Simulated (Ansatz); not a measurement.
Born–Oppenheimer molecular dynamics of a periodic cell of 27 atoms, H₄C₃S₂ (contents 3 CS2 + 3 C2H4, density as packed 0.95 g/cm³ with natural masses). It starts from a partly relaxed structure (largest force component 0.19 eV/Å).

All numbers below come from Ansatz 0.2.0, DFT PBE-D3(BJ), scalar-relativistic, plane waves, PAW. Settings: cutoff 420 eV, k mesh 1x1x1, fermi-dirac smearing 0.02 eV, no spin polarisation.

| Item | Value |
| --- | --- |
| ensemble | NVT, Langevin thermostat |
| time step | 0.5 fs |
| steps asked | 200 |
| set temperature | 1500 K |
| friction | 0.02 /fs |
| seed | 378202 |

Frames 10 fs apart, positions in Å, forces in eV/Å.

Velocities at 0.0 fs (Å/ps):

```
S -0.64 17.01 -5.73
C -16.64 -6.45 -4.29
S 2.96 -1.58 2.97
S -0.74 -1.44 0.55
C -15.72 8.56 3.92
S -2.92 0.75 4.71
S 9.02 2.17 -4.10
C 20.77 -7.00 -25.84
S 5.95 -6.55 1.38
C -2.60 -11.69 11.53
C -12.83 2.95 12.89
H 15.37 -48.56 -22.77
H -35.63 2.17 -46.44
H 14.55 24.40 -1.77
H 1.82 9.41 -54.29
C -7.44 -25.16 -15.03
C -0.61 8.58 16.05
H -8.02 -0.80 47.90
H 41.30 -73.21 -18.45
H -41.24 -3.03 12.84
H 16.96 4.16 -44.46
C -2.10 -6.45 15.37
C -0.84 8.29 -6.94
H 17.32 40.69 25.86
H 1.55 -2.12 6.35
H -2.18 49.20 -10.83
H -2.38 6.35 22.16
```

```xyz
27
Lattice="8.1733 0.0000 0.0000 0.0000 8.1733 0.0000 0.0000 0.0000 8.1733" Properties=species:S:1:pos:R:3:forces:R:3 time_fs=0.0 energy_less_start_eV=0.000 T=1444
S 1.495 1.234 0.922 -0.16 0.02 -0.08
C 0.090 1.404 0.255 -0.03 -0.01 0.01
S -1.317 1.569 -0.412 0.19 -0.03 0.08
S 2.454 2.529 4.352 0.02 0.02 0.03
C 3.680 3.179 5.069 0.02 0.01 -0.03
S 4.914 3.834 5.772 -0.05 0.00 -0.02
S -0.712 8.109 4.206 0.02 -0.03 -0.02
C 0.070 6.961 3.491 0.00 -0.01 0.01
S 0.862 5.815 2.788 -0.03 0.02 0.01
C 4.726 5.345 1.542 0.00 -0.02 0.02
C 4.910 6.613 1.176 0.00 0.02 0.00
H 4.745 5.040 2.590 0.00 0.01 -0.05
H 4.557 4.559 0.803 0.00 0.01 0.02
H 5.088 7.400 1.912 0.00 -0.01 -0.03
H 4.903 6.913 0.126 0.00 -0.01 0.04
C 8.013 5.986 7.399 0.05 -0.16 -0.13
C 8.325 4.958 6.602 -0.05 0.17 0.12
H 7.804 6.982 6.994 0.04 -0.13 0.04
H 7.948 5.880 8.489 0.01 0.01 -0.15
H 8.386 5.070 5.513 0.00 0.00 0.16
H 8.534 3.959 7.002 -0.03 0.15 -0.03
C 3.207 7.618 6.093 0.01 0.01 0.02
C 3.730 7.272 4.918 0.01 -0.01 -0.03
H 3.297 8.635 6.481 0.00 -0.02 0.00
H 2.656 6.907 6.711 0.01 0.01 -0.02
H 4.269 7.986 4.292 -0.02 -0.01 0.02
H 3.635 6.261 4.524 -0.01 0.00 0.01
27
Lattice="8.1733 0.0000 0.0000 0.0000 8.1733 0.0000 0.0000 0.0000 8.1733" Properties=species:S:1:pos:R:3:forces:R:3 time_fs=10.0 energy_less_start_eV=1.394 T=975
S 1.484 1.390 0.888 -0.89 -0.43 -0.19
C 0.013 1.338 0.299 1.82 0.74 0.47
S -1.356 1.582 -0.372 -0.93 -0.29 -0.29
S 2.445 2.523 4.366 -0.13 0.15 0.30
C 3.595 3.216 5.170 0.22 -0.28 -0.60
S 4.879 3.847 5.797 -0.11 0.18 0.29
S -0.619 8.112 4.137 0.52 -0.72 -1.05
C 0.141 6.989 3.296 -0.53 0.56 1.50
S 0.940 5.752 2.786 -0.02 0.12 -0.36
C 4.696 5.276 1.575 -0.10 2.23 -1.09
C 4.769 6.618 1.267 0.75 -3.15 3.34
H 4.900 4.675 2.457 -0.21 0.52 0.41
H 4.400 4.747 0.686 0.03 -0.93 -0.26
H 5.104 7.412 1.900 0.09 0.42 0.81
H 4.828 6.804 0.274 -0.55 0.93 -3.22
C 7.923 5.865 7.453 1.86 -2.19 -0.33
C 8.316 4.920 6.545 -1.52 1.73 -0.55
H 7.639 6.909 7.286 -0.24 -0.47 -0.19
H 8.197 5.498 8.449 -0.44 0.84 0.41
H 8.085 5.086 5.476 0.42 -0.07 0.23
H 8.720 3.932 6.778 -0.08 0.18 0.35
C 3.212 7.610 6.177 0.92 -0.88 -2.63
C 3.696 7.384 4.898 -1.71 -0.44 3.32
H 3.296 8.582 6.507 0.18 2.41 1.02
H 2.719 6.965 6.922 0.27 -0.41 -0.85
H 4.108 8.091 4.203 0.20 0.53 0.07
H 3.530 6.396 4.571 0.16 -1.26 -0.94
27
Lattice="8.1733 0.0000 0.0000 0.0000 8.1733 0.0000 0.0000 0.0000 8.1733" Properties=species:S:1:pos:R:3:forces:R:3 time_fs=20.0 energy_less_start_eV=2.469 T=1539
S 1.440 1.562 0.835 0.53 -0.64 0.59
C -0.035 1.343 0.398 -1.24 1.62 -1.39
S -1.429 1.657 -0.311 0.71 -0.97 0.78
S 2.429 2.517 4.372 0.09 0.44 0.88
C 3.498 3.226 5.293 1.07 -0.21 -1.08
S 4.850 3.847 5.850 -1.17 -0.19 0.18
S -0.545 8.091 4.035 0.00 0.14 -0.36
C 0.194 6.991 3.219 1.70 -3.35 -0.45
S 0.993 5.632 2.667 -1.74 3.18 1.10
C 4.641 5.258 1.490 0.60 -1.40 5.11
C 4.703 6.552 1.423 0.46 0.32 -0.44
H 4.756 4.949 2.587 0.38 -0.45 -1.29
H 4.497 4.438 0.860 -0.75 -0.68 -1.62
H 5.162 7.177 2.160 -0.34 0.38 0.76
H 4.447 6.935 0.511 -0.31 1.85 -2.52
C 7.921 5.730 7.546 -0.72 -0.96 -3.67
C 8.210 4.893 6.399 -0.45 2.33 4.57
H 7.250 6.602 7.303 0.60 -0.59 0.22
H 8.107 5.682 8.654 0.41 -0.64 -1.25
H 7.818 5.141 5.407 0.22 -0.04 0.27
H 8.839 4.018 6.575 -0.09 -0.08 -0.38
C 3.239 7.634 6.194 -0.37 -3.13 -0.88
C 3.602 7.360 4.957 0.56 1.63 -0.28
H 3.203 8.571 6.595 0.52 2.58 1.17
H 2.881 6.816 6.774 -0.84 -0.51 0.80
H 4.100 8.148 4.449 0.30 1.09 -0.86
H 3.430 6.565 4.286 -0.13 -1.72 0.04
27
Lattice="8.1733 0.0000 0.0000 0.0000 8.1733 0.0000 0.0000 0.0000 8.1733" Properties=species:S:1:pos:R:3:forces:R:3 time_fs=30.0 energy_less_start_eV=2.693 T=1535
S 1.355 1.738 0.779 -0.72 -0.82 0.26
C -0.156 1.459 0.386 0.73 1.63 -0.74
S -1.547 1.717 -0.302 0.03 -0.83 0.47
S 2.359 2.494 4.352 0.80 0.90 1.20
C 3.459 3.235 5.241 1.07 -0.39 -0.74
S 4.806 3.834 5.893 -1.89 -0.48 -0.49
S -0.477 8.077 3.890 1.83 -2.70 -1.77
C 0.325 6.816 3.131 -2.93 4.30 2.76
S 0.970 5.599 2.507 1.11 -1.58 -0.58
C 4.529 5.132 1.598 1.29 4.13 0.39
C 4.689 6.559 1.458 -1.13 -3.72 1.92
H 4.782 4.818 2.662 -0.11 -0.19 -1.58
H 4.418 4.414 0.793 -0.53 -0.08 -0.01
H 4.998 6.905 2.440 0.08 0.65 0.14
H 4.268 7.383 0.870 0.42 -0.79 -0.90
C 7.956 5.567 7.527 -1.77 1.33 5.38
C 8.116 4.918 6.467 1.07 -2.12 -5.81
H 7.039 6.193 7.562 0.86 0.29 0.56
H 8.422 5.161 8.478 -0.47 1.02 -0.95
H 7.598 5.207 5.539 -0.10 -0.10 0.17
H 8.862 4.161 6.275 0.32 -0.42 0.27
C 3.279 7.576 6.247 0.19 -2.20 -2.64
C 3.569 7.407 4.884 -1.99 -1.63 5.56
H 3.592 8.476 6.716 0.09 0.81 0.62
H 2.846 6.739 6.872 0.24 1.05 -0.69
H 4.117 8.179 4.516 1.42 1.92 -2.03
H 3.335 6.439 4.476 0.09 0.00 -0.78
27
Lattice="8.1733 0.0000 0.0000 0.0000 8.1733 0.0000 0.0000 0.0000 8.1733" Properties=species:S:1:pos:R:3:forces:R:3 time_fs=40.0 energy_less_start_eV=2.976 T=1670
S 1.264 1.845 0.725 -0.16 -0.37 0.26
C -0.234 1.667 0.314 -1.74 0.89 -1.41
S -1.708 1.791 -0.344 1.96 -0.62 1.18
S 2.298 2.505 4.377 -0.13 -0.03 -0.06
C 3.487 3.160 5.132 1.08 0.57 0.54
S 4.723 3.828 5.878 -1.00 -0.43 -0.55
S -0.376 8.037 3.715 -0.78 1.43 0.89
C 0.355 6.835 3.126 1.13 -2.60 -1.75
S 0.997 5.591 2.354 -0.32 1.24 1.50
C 4.496 5.205 1.696 0.60 -5.16 1.14
C 4.588 6.459 1.652 0.54 7.21 0.43
H 4.847 4.466 2.458 -0.88 0.95 0.10
H 4.160 4.751 0.819 -0.06 -1.20 -1.76
H 4.658 7.141 2.603 0.59 -1.17 -1.79
H 4.596 7.007 0.627 -0.66 -0.63 1.73
C 7.905 5.444 7.637 0.87 -1.12 -3.59
C 8.148 4.863 6.298 -1.56 2.72 5.41
H 7.283 6.331 8.051 0.60 -1.55 -1.34
H 8.537 4.998 8.415 -0.19 0.13 -0.25
H 7.490 5.171 5.489 0.43 -0.14 -0.39
H 8.928 4.101 6.281 -0.33 -0.03 -0.43
C 3.349 7.536 6.212 -1.90 -1.49 4.50
C 3.485 7.539 4.950 -1.71 -4.27 -3.64
H 3.811 8.310 6.692 1.04 2.38 1.92
H 2.721 6.851 6.972 1.44 0.99 -2.23
H 3.865 8.116 4.182 1.48 2.17 -0.57
H 3.107 6.643 4.413 -0.35 0.16 0.18
27
Lattice="8.1733 0.0000 0.0000 0.0000 8.1733 0.0000 0.0000 0.0000 8.1733" Properties=species:S:1:pos:R:3:forces:R:3 time_fs=50.0 energy_less_start_eV=4.566 T=1422
S 1.209 1.939 0.669 -2.44 -0.11 -0.77
C -0.332 1.887 0.153 1.67 0.08 0.55
S -1.818 1.873 -0.360 0.87 -0.16 0.31
S 2.295 2.501 4.420 -1.01 -0.77 -1.06
C 3.593 3.076 5.008 -1.18 0.05 0.13
S 4.611 3.843 5.838 2.05 1.03 0.86
S -0.308 8.025 3.659 -0.20 0.00 0.30
C 0.336 6.760 3.010 -0.20 0.65 -0.22
S 1.002 5.629 2.191 0.40 -0.54 0.56
C 4.523 5.115 1.748 -1.42 1.43 4.16
C 4.388 6.513 1.830 1.94 -1.45 -2.57
H 4.434 4.459 2.714 0.21 0.85 -1.69
H 4.457 4.593 0.792 0.36 0.17 0.05
H 4.377 7.428 2.684 0.11 -3.02 -2.34
H 4.690 6.600 0.667 -1.03 2.03 2.18
C 7.917 5.255 7.557 -6.54 7.07 1.99
C 8.120 4.939 6.393 1.88 -3.00 -6.97
H 7.222 6.213 7.781 0.97 -2.21 -0.24
H 8.500 5.058 8.282 3.84 -2.02 5.14
H 7.727 5.137 5.447 -1.85 1.49 -1.14
H 8.845 4.238 6.072 1.48 -1.34 0.56
C 3.489 7.556 6.260 -3.71 -4.03 -4.08
C 3.333 7.526 4.851 0.43 1.80 3.31
H 3.716 8.356 6.896 0.93 1.14 0.61
H 2.821 6.693 6.659 1.46 1.32 0.28
H 3.646 8.466 4.382 0.16 -0.46 -0.53
H 2.662 6.858 4.274 0.81 -0.02 0.62
27
Lattice="8.1733 0.0000 0.0000 0.0000 8.1733 0.0000 0.0000 0.0000 8.1733" Properties=species:S:1:pos:R:3:forces:R:3 time_fs=60.0 energy_less_start_eV=4.553 T=1520
S 1.099 1.990 0.580 -0.03 0.29 -0.22
C -0.370 2.089 0.049 -1.28 -0.88 0.22
S -1.909 1.947 -0.326 1.41 0.25 0.13
S 2.259 2.478 4.422 -0.58 -0.58 -1.22
C 3.643 3.030 4.843 0.12 1.74 2.36
S 4.597 3.880 5.796 0.26 -0.70 -1.24
S -0.247 8.043 3.622 0.26 -1.46 -0.52
C 0.317 6.716 2.929 0.36 0.81 -0.41
S 1.010 5.595 2.046 -0.38 1.01 1.90
C 4.528 5.077 1.892 -0.93 -1.96 -1.06
C 4.337 6.379 1.735 -0.29 5.61 3.55
H 3.933 4.439 2.724 1.97 1.63 -1.50
H 4.992 4.501 1.028 -0.75 0.18 0.93
H 4.155 7.016 2.814 -0.41 -2.03 -2.42
H 4.416 7.417 1.097 0.65 -3.42 0.20
C 7.883 5.229 7.649 -3.96 1.53 -8.28
C 8.171 4.944 6.236 -0.85 1.57 4.97
H 6.799 5.832 7.723 3.06 -1.39 0.53
H 8.344 4.764 8.421 1.05 -1.34 2.03
H 7.508 5.511 5.540 0.83 -0.81 0.03
H 9.052 4.325 5.983 -0.57 0.37 -0.28
C 3.546 7.477 6.173 -1.23 -2.97 4.13
C 3.234 7.655 4.931 0.91 -0.01 -1.10
H 3.805 8.240 6.846 1.01 1.45 0.65
H 3.279 6.528 6.842 0.36 1.59 -1.79
H 3.624 8.543 4.457 -0.44 0.08 -0.53
H 2.882 6.801 4.415 -0.55 -0.54 -1.08
27
Lattice="8.1733 0.0000 0.0000 0.0000 8.1733 0.0000 0.0000 0.0000 8.1733" Properties=species:S:1:pos:R:3:forces:R:3 time_fs=70.0 energy_less_start_eV=4.646 T=1640
S 1.014 2.054 0.445 1.72 -0.01 0.30
C -0.438 2.143 -0.037 -0.29 -0.79 0.42
S -1.942 2.003 -0.321 -1.30 0.02 -0.51
S 2.226 2.460 4.391 2.97 1.12 -0.13
C 3.728 3.052 4.785 -4.62 -0.76 0.23
S 4.644 3.897 5.698 1.40 0.25 -0.13
S -0.185 8.026 3.567 -0.30 -0.61 -0.46
C 0.256 6.737 2.773 1.19 -0.36 -0.21
S 0.976 5.537 2.011 -0.89 1.18 1.14
C 4.542 5.092 1.976 3.09 -5.52 -0.15
C 4.324 6.351 1.807 1.06 1.79 -3.72
H 4.283 4.578 2.948 -0.19 0.57 -1.04
H 5.213 4.351 1.345 -1.18 1.55 0.75
H 3.662 6.467 2.615 -1.18 2.77 0.74
H 4.702 6.929 0.764 -1.42 -1.05 3.24
C 7.864 5.061 7.518 -1.90 -1.03 1.16
C 8.143 4.945 6.225 -0.71 1.77 -1.57
H 6.929 5.468 8.038 0.97 0.50 -1.47
H 8.184 4.369 8.270 1.20 -0.22 0.07
H 7.476 5.641 5.592 1.24 -1.14 0.27
H 8.977 4.377 5.695 -1.06 0.58 0.97
C 3.598 7.413 6.247 0.95 1.89 -2.44
C 3.137 7.796 4.979 0.92 -3.16 2.05
H 4.228 8.219 6.664 -0.08 -0.58 0.77
H 3.700 6.342 6.657 -0.94 1.82 -0.65
H 3.229 8.440 4.107 0.61 1.13 1.23
H 2.699 6.951 4.544 -1.27 -1.73 -0.83
```

Of the whole run (100 fs, mean temperature of the second half 1584 K): A run of 0.1 ps of so small a system gives no equilibrium averages. Limits of this set-up: coarse k mesh.

Time of the run: 9.6 min on 1 thread of Arm Neoverse V1, with other jobs on the host, peak memory 0.53 GiB.
